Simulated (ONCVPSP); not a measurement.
# H: variants of one ONCV potential

Base potential:

* Element: H (Z = 1)
* Generator: ONCVPSP 4.0.1
* Type: optimised norm-conserving Vanderbilt (ONCV)
* Functional: PW91
* Relativity: scalar-relativistic
* Frozen core: none
* Valence charge: 1
* Reference configuration: 1s1
* Partial waves: 1s: rc 0.85 bohr, ncon 4, nbas 9, qcut 9.8 1/bohr, 2 projectors, debl 3.8 Ha; p scattering state at 0.27 Ha: rc 0.70 bohr, ncon 5, nbas 8, qcut 11.5 1/bohr, 1 projector
* Local potential: polynomial inside 0.45 bohr (lpopt 1, dvloc0 3 Ha)
* Core correction: none

All-electron outer shells of the reference configuration (PW91, scalar-relativistic, ld1.x):

| shell | level (eV) | outermost node (bohr) | outermost maximum (bohr) |
| --- | --- | --- | --- |
| 1s | -6.55 | – | 1.03 |

Cutoffs, loose and tight: the cutoffs (Ha) at which the residual kinetic energy of the hardest occupied pseudo-wave falls to 1 and 0.1 mHa per electron. They do not see the model core or the augmentation charge, which bear on the density cutoff. Test errors are all-electron minus pseudo excitation energies from the reference, over the configurations 1s0.5. A dash means not determined; rows that change the core or the reference have their own tests.

```json
{"change": "base", "outcome": "generated", "cutoff, loose": "23 Ha", "cutoff, tight": "36 Ha", "bound ghosts": "none", "GHOST(+) flags above zero": "none"}
{"change": "s: qcut 6.7; p: qcut 7.9", "outcome": "generated", "cutoff, loose": "19 Ha", "cutoff, tight": "95 Ha", "bound ghosts": "none", "GHOST(+) flags above zero": "none"}
{"change": "s: qcut 7.3; p: qcut 8.6", "outcome": "generated", "cutoff, loose": "20 Ha", "cutoff, tight": "48 Ha", "bound ghosts": "none", "GHOST(+) flags above zero": "none"}
{"change": "s: qcut 8.5; p: qcut 10", "outcome": "generated", "cutoff, loose": "22 Ha", "cutoff, tight": "32 Ha", "bound ghosts": "none", "GHOST(+) flags above zero": "none"}
{"change": "s: qcut 9.9; p: qcut 11.6", "outcome": "generated", "cutoff, loose": "24 Ha", "cutoff, tight": "36 Ha", "bound ghosts": "none", "GHOST(+) flags above zero": "none"}
{"change": "s: qcut 11.1; p: qcut 13", "outcome": "generated", "cutoff, loose": "25 Ha", "cutoff, tight": "39 Ha", "bound ghosts": "none", "GHOST(+) flags above zero": "none"}
{"change": "s: qcut 11.8; p: qcut 13.9", "outcome": "generated", "cutoff, loose": "26 Ha", "cutoff, tight": "42 Ha", "bound ghosts": "none", "GHOST(+) flags above zero": "none"}
{"change": "s: qcut 13.2; p: qcut 15.5", "outcome": "generated", "cutoff, loose": "28 Ha", "cutoff, tight": "45 Ha", "bound ghosts": "none", "GHOST(+) flags above zero": "none"}
{"change": "s: qcut 14.2; p: qcut 16.7", "outcome": "generated", "cutoff, loose": "29 Ha", "cutoff, tight": "48 Ha", "bound ghosts": "none", "GHOST(+) flags above zero": "none"}
```
